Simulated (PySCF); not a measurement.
Computed shifts of a molecule CH₇NSi₂, PBE/pcSseg-1 (PySCF), GIAO, gas phase, atoms alike by connectivity averaged where their shifts nearly agree, in ppm (number of nuclei): ¹³C: 45.5 (1). ¹⁵N: 34.9 (1). ²⁹Si: -22.5 (1), -46.2 (1). ¹H: 6.15 (2), 4.93 (2), 3.99 (2), 0.11 (1). References: ¹³C against TMS (σ = 182.0 ppm); ¹⁵N against NH3 (σ = 267.0 ppm); ²⁹Si against TMS (σ = 335.4 ppm); ¹H against TMS (σ = 31.49 ppm), references at their B3LYP-D3(BJ)/def2-TZVP geometries, non-relativistic. Geometry optimised at B3LYP-D3(BJ)/def2-SVP. One conformer was computed; it need not be the lowest.

Q: Which structure fits?
A. C1[SiH2]N[SiH2]1
B. [SiH3]/C=N\[SiH3]
C. C1N[SiH2][SiH2]1

A: C, C1N[SiH2][SiH2]1
